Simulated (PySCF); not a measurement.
PySCF job for trichloro(fluoromethyl)silane (CH₂Cl₃FSi), SMILES Cl[Si](Cl)(Cl)CF, B3LYP-D3(BJ)/def2-SVP. Geometry: B3LYP-D3(BJ)/def2-SVP. One conformer was computed; it need not be the lowest.

```python
import numpy as np
from pyscf import gto, scf, dft, df
from pyscf.hessian import thermo

mol = gto.M(
    atom='''
    F     2.42935521   -0.97456216   -0.00000001
    C     1.13961435   -1.46948161   -0.00000001
    Si   -0.10603525   -0.05333072    0.00000000
    Cl    0.13505299    1.11131071    1.67488892
    Cl    0.13505298    1.11131072   -1.67488892
    Cl   -1.98652363   -0.89703659    0.00000000
    H     0.98085538   -2.10018152    0.89335399
    H     0.98085537   -2.10018151   -0.89335401
    ''',
    basis='def2-SVP',
    charge=0,
    spin=0,
    max_memory=1600,
    verbose=3,
)
mf = dft.RKS(mol, xc='b3lyp').density_fit(auxbasis='def2-universal-jkfit')
mf.disp = 'd3bj'
mf.grids.level = 3
mf.conv_tol = 1e-11
mf.max_cycle = 100
mf.kernel()

# [left out here: the lines that compute and print the analytic Hessian (its translational invariance restored by hand, since the grid's response is missing), thermochemistry and intensities]
```

Output:

```
converged SCF energy = -1808.83179297061

WARN: DFTD3 does not support analytical Hessian, using finite difference


WARN: Mole.unit (angstrom) is changed to Bohr

Mode                                 0                   1                   2
Irrep
Freq [cm^-1]                       67.5017            101.5530            155.9461
Reduced mass [au]                   8.5803             17.3086              5.2921
Force const [Dyne/A]                0.0230              0.1052              0.0758
Char temp [K]                      97.1199            146.1121            224.3717
Normal mode                   x     y     z       x     y     z       x     y     z
       0   F                -0.00  0.00  0.17   -0.01  0.15 -0.00   -0.00  0.00 -0.02
       1   C                 0.00 -0.00 -0.05    0.03  0.02 -0.00   -0.00  0.00  0.13
       2  Si                -0.00 -0.00 -0.03   -0.02 -0.03  0.00   -0.00  0.00  0.02
       3  Cl                 0.06 -0.03 -0.02    0.03 -0.06  0.01    0.07  0.01  0.01
       4  Cl                -0.06  0.03 -0.02    0.03 -0.06 -0.01   -0.07 -0.01  0.01
       5  Cl                -0.00  0.00 -0.00   -0.05  0.05  0.00    0.00  0.00 -0.09
       6   H                -0.11 -0.09 -0.13    0.10  0.01  0.00    0.05  0.14  0.24
       7   H                 0.11  0.09 -0.13    0.10  0.01 -0.00   -0.05 -0.14  0.24
Mode                                 3                   4                   5
Irrep
Freq [cm^-1]                      168.8472            203.9109            212.4762
Reduced mass [au]                  28.7848              3.8451             14.8983
Force const [Dyne/A]                0.4835              0.0942              0.3963
Char temp [K]                     242.9336            293.3823            305.7060
Normal mode                   x     y     z       x     y     z       x     y     z
       0   F                 0.07 -0.05 -0.00   -0.00  0.00  0.00   -0.07  0.01  0.00
       1   C                 0.04  0.01 -0.00   -0.00  0.00  0.12   -0.08  0.05 -0.00
       2  Si                 0.04  0.02  0.00   -0.00  0.00 -0.07   -0.03  0.08  0.00
       3  Cl                -0.06 -0.03  0.06   -0.01 -0.06 -0.03    0.03 -0.02  0.07
       4  Cl                -0.06 -0.03 -0.06    0.01  0.06 -0.03    0.03 -0.02 -0.07
       5  Cl                 0.03  0.07  0.00    0.00 -0.00  0.06    0.03 -0.05 -0.00
       6   H                 0.02  0.02 -0.00    0.00  0.21  0.26   -0.11  0.06 -0.00
       7   H                 0.02  0.02  0.00   -0.00 -0.21  0.26   -0.11  0.06  0.00
Mode                                 6                   7                   8
Irrep
Freq [cm^-1]                      327.0283            458.2502            595.2395
Reduced mass [au]                  17.4554             11.7486              9.9882
Force const [Dyne/A]                1.0999              1.4536              2.0851
Char temp [K]                     470.5210            659.3199            856.4172
Normal mode                   x     y     z       x     y     z       x     y     z
       0   F                -0.12  0.06 -0.00   -0.03  0.02 -0.00    0.00  0.00  0.01
       1   C                -0.07 -0.07  0.00    0.03 -0.13  0.00    0.00 -0.00 -0.04
       2  Si                 0.06 -0.02 -0.00    0.05 -0.06 -0.00   -0.00  0.00 -0.14
       3  Cl                -0.02 -0.01 -0.02    0.00  0.05  0.07    0.01  0.04  0.06
       4  Cl                -0.02 -0.01  0.02    0.00  0.05 -0.07   -0.01 -0.04  0.06
       5  Cl                 0.09  0.04 -0.00   -0.04 -0.02  0.00    0.00  0.00  0.00
       6   H                -0.04 -0.07  0.00    0.08 -0.13  0.01   -0.08  0.16  0.06
       7   H                -0.04 -0.07 -0.00    0.08 -0.13 -0.01    0.08 -0.16  0.06
Mode                                 9                  10                  11
Irrep
Freq [cm^-1]                      613.0108            735.9923            803.2164
Reduced mass [au]                  24.9028              5.3029              1.5878
Force const [Dyne/A]                5.5136              1.6924              0.6035
Char temp [K]                     881.9860           1058.9291           1155.6496
Normal mode                   x     y     z       x     y     z       x     y     z
       0   F                 0.02 -0.01 -0.00   -0.02 -0.02  0.00    0.00  0.00  0.02
       1   C                 0.02 -0.01  0.00   -0.05  0.18 -0.00    0.00 -0.00 -0.15
       2  Si                -0.14 -0.07  0.00    0.05 -0.11 -0.00   -0.00  0.00  0.06
       3  Cl                 0.01  0.02  0.02    0.00  0.01  0.01   -0.00 -0.00 -0.01
       4  Cl                 0.01  0.02 -0.02    0.00  0.01 -0.01    0.00  0.00 -0.01
       5  Cl                 0.07  0.03  0.00   -0.01  0.00  0.00    0.00  0.00 -0.00
       6   H                 0.05 -0.03 -0.00   -0.17  0.20 -0.01   -0.16  0.49  0.18
       7   H                 0.05 -0.03  0.00   -0.17  0.20  0.01    0.16 -0.49  0.18
Mode                                12                  13                  14
Irrep
Freq [cm^-1]                     1083.8080           1236.2336           1316.5200
Reduced mass [au]                   7.1158              1.0994              1.3281
Force const [Dyne/A]                4.9247              0.9899              1.3563
Char temp [K]                    1559.3583           1778.6650           1894.1792
Normal mode                   x     y     z       x     y     z       x     y     z
       0   F                -0.14 -0.06  0.00    0.00  0.00  0.04   -0.00  0.02  0.00
       1   C                 0.19  0.07 -0.00    0.00 -0.00 -0.07    0.11 -0.09  0.00
       2  Si                -0.00  0.01  0.00   -0.00  0.00 -0.01   -0.01  0.00  0.00
       3  Cl                 0.00 -0.00 -0.00    0.00 -0.00  0.00    0.00 -0.00 -0.00
       4  Cl                 0.00 -0.00  0.00   -0.00  0.00  0.00    0.00 -0.00  0.00
       5  Cl                -0.00  0.00 -0.00    0.00  0.00  0.00    0.00  0.00  0.00
       6   H                 0.19  0.04 -0.01    0.66  0.07  0.08   -0.53  0.27  0.14
       7   H                 0.19  0.04  0.01   -0.66 -0.07  0.08   -0.53  0.27 -0.14
Mode                                15                  16                  17
Irrep
Freq [cm^-1]                     1447.7865           3025.0321           3085.3295
Reduced mass [au]                   1.0771              1.0563              1.1082
Force const [Dyne/A]                1.3302              5.6951              6.2152
Char temp [K]                    2083.0424           4352.3477           4439.1023
Normal mode                   x     y     z       x     y     z       x     y     z
       0   F                -0.00 -0.01  0.00   -0.00 -0.00 -0.00    0.00  0.00  0.00
       1   C                -0.05 -0.05 -0.00   -0.01 -0.06  0.00   -0.00 -0.00 -0.09
       2  Si                 0.00 -0.00 -0.00   -0.00  0.00 -0.00    0.00 -0.00 -0.00
       3  Cl                -0.00  0.00 -0.00   -0.00  0.00 -0.00   -0.00  0.00  0.00
       4  Cl                -0.00  0.00  0.00   -0.00  0.00  0.00    0.00 -0.00  0.00
       5  Cl                 0.00 -0.00 -0.00    0.00  0.00  0.00    0.00 -0.00  0.00
       6   H                 0.31  0.45  0.40    0.09  0.38 -0.57   -0.08 -0.39  0.54
       7   H                 0.31  0.45 -0.40    0.09  0.38  0.57    0.08  0.39  0.54
temperature 298.1500 [K]
pressure 101325.00 [Pa]
Rotational constants [GHz] 1.36898 1.14851 1.07102
Symmetry number 1
Zero-point energy (ZPE) 0.03563 [Eh]   93534.111 [J/mol]
                           tot       elec      trans        rot        vib
Entropy [J/mol/K]       381.795      0.000    172.610    123.996     85.189
Cv [J/mol/K]            102.244      0.000     12.472     12.472     77.300
Cp [J/mol/K]            110.558      0.000     20.786     12.472     77.300
Internal energy [J/mol]                      3718.434   3718.434 106831.395
Internal energy [Eh]   -1808.78827  -1808.83179
Enthalpy [J/mol]                             6197.391   3718.434 106831.395
Enthalpy [Eh]          -1808.78733
Gibbs free energy [J/mol]                  -45266.337 -33250.867  81432.335
Gibbs free energy [Eh] -1808.83068
static polarisability / bohr^3: [[55.561  3.662  0.   ]
 [ 3.664 55.882 -0.   ]
 [ 0.     0.    58.812]]
largest difference of analytic and finite-field dipole derivatives / e: 0.0005985903400029802
mode   freq/cm-1   IR/(km/mol)   Raman/(A^4/amu)   depolarisation
   1       67.50         2.994             0.198            0.750
   2      101.55         1.811             0.815            0.731
   3      155.95         2.656             2.192            0.750
   4      168.85         2.191             2.546            0.747
   5      203.91         1.724             2.422            0.750
   6      212.48        11.783             3.417            0.735
   7      327.03         6.101             5.981            0.179
   8      458.25        40.017            12.394            0.026
   9      595.24       136.254             3.087            0.750
  10      613.01       177.182             1.967            0.725
  11      735.99        49.445             3.687            0.353
  12      803.22        56.520             0.383            0.750
  13     1083.81        71.724             4.247            0.750
  14     1236.23         4.322             7.602            0.750
  15     1316.52         2.776             1.054            0.086
  16     1447.79         4.713            11.794            0.737
  17     3025.03         9.779           124.972            0.093
  18     3085.33         8.501            85.654            0.750
max |gradient| / (hartree/bohr): 8.929618679501744e-05
APT charges: [-0.4602  0.2094  1.8615 -0.5235 -0.5235 -0.5356 -0.014  -0.014 ]
```

Self-consistency was reached.
